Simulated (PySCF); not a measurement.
CH3Cl3SSi, SMILES CS[Si](Cl)(Cl)Cl.

Coordinates come from a B3LYP-D3(BJ)/def2-SVP optimisation. This is a generated structure with no PubChem entry under its InChIKey; it may be hypothetical. One conformer was computed; it need not be the lowest.

Computed with TDA-LC-ωPBE/def2-SVPD run with PySCF.

Vertical excitations. The molecule is in vacuum. State labels are in the subgroup Cs.

Computed lowest excited states:
| state | symmetry | energy (eV) | λ (nm) | f | main pairs |
|---|---|---|---|---|---|
| S1 | A" | 5.77 | 215 | 0.005 | HOMO→LUMO 55 %, HOMO→LUMO+1 24 % |
| S2 | A" | 6.90 | 180 | 0.007 | HOMO→LUMO+1 44 %, HOMO→LUMO 20 %, HOMO→LUMO+7 13 % |
| S3 | A' | 7.53 | 165 | 0.007 | HOMO→LUMO+3 33 %, HOMO−1→LUMO 23 %, HOMO→LUMO+6 22 %, HOMO→LUMO+12 6 % |
| S4 | A" | 7.69 | 161 | 0.009 | HOMO→LUMO+2 35 %, HOMO→LUMO+5 26 %, HOMO→LUMO+8 14 %, HOMO→LUMO+14 10 % |
| S5 | A" | 7.92 | 157 | 0.010 | HOMO−2→LUMO 60 % |
| S6 | A" | 8.04 | 154 | 0.026 | HOMO→LUMO+4 21 %, HOMO→LUMO+2 20 %, HOMO−4→LUMO 16 %, HOMO→LUMO+5 9 % |
| S7 | A' | 8.14 | 152 | 0.131 | HOMO−1→LUMO 19 %, HOMO−3→LUMO 19 %, HOMO→LUMO+3 10 %, HOMO−1→LUMO+1 10 % |
| S8 | A" | 8.24 | 151 | 0.000 | HOMO→LUMO+4 27 %, HOMO−4→LUMO 27 %, HOMO→LUMO+5 8 %, HOMO→LUMO+7 7 % |
| S9 | A' | 8.36 | 148 | 0.254 | HOMO−1→LUMO 31 %, HOMO−1→LUMO+1 13 %, HOMO−3→LUMO 10 %, HOMO−3→LUMO+1 7 % |
| S10 | A' | 8.51 | 146 | 0.015 | HOMO−1→LUMO+1 38 %, HOMO−3→LUMO 20 % |
| T1 | A" | 5.30 | 234 | 0 | HOMO→LUMO 50 %, HOMO→LUMO+1 23 %, HOMO→LUMO+8 9 % |
| T2 | A" | 6.13 | 202 | 0 | HOMO→LUMO+1 30 %, HOMO→LUMO+7 17 %, HOMO→LUMO 17 %, HOMO→LUMO+4 10 % |
| T3 | A' | 6.64 | 187 | 0 | HOMO−1→LUMO 38 %, HOMO→LUMO+3 18 %, HOMO→LUMO+6 10 %, HOMO−1→LUMO+1 7 % |
| T4 | A' | 7.01 | 177 | 0 | HOMO→LUMO+3 33 %, HOMO→LUMO+6 19 %, HOMO−1→LUMO 17 %, HOMO→LUMO+12 8 % |
Triplets are in the Tamm–Dancoff approximation.
